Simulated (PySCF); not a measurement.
**How methods differ on the excitation energy of Fe**

Fe [Ar] 3d6 4s2 (5D) → Fe [Ar] 3d8 (3F), as a difference of total energies. Calculation: PySCF 2.14, in x2c-TZVPPall with one added diffuse shell each of s, p, d, f type (7s6p5d3f1g, 80 functions); the spin-free X2C one-electron Hamiltonian (Gaussian nucleus). Correlated levels: valence: [Ar] frozen; valence and next inner shell: [Ne] frozen. The calculations carry no spin-orbit coupling.

```tsv
method	excitation energy (eV)
UHF	7.836
LDA	2.971
PBE	3.047
PBE0	4.069
TPSSh	3.512
wB97X-V	3.741
HSE06	4.082
BHandHLYP	5.088
MP2 (valence)	3.458
SCS-MP2 (valence)	3.562
MP2 (valence and next inner shell)	2.496
SCS-MP2 (valence and next inner shell)	2.934
```

**Question.** How much does correlation contribute at MP2 (valence and next inner shell)?

**Answer.** 2.496 − (7.836) = -5.340 eV, measured against UHF.

Errors of the correlated levels include the incompleteness of this basis and the frozen core.

For comparison: 4.074 eV (measured; NIST levels, between the centres of gravity of the two terms).
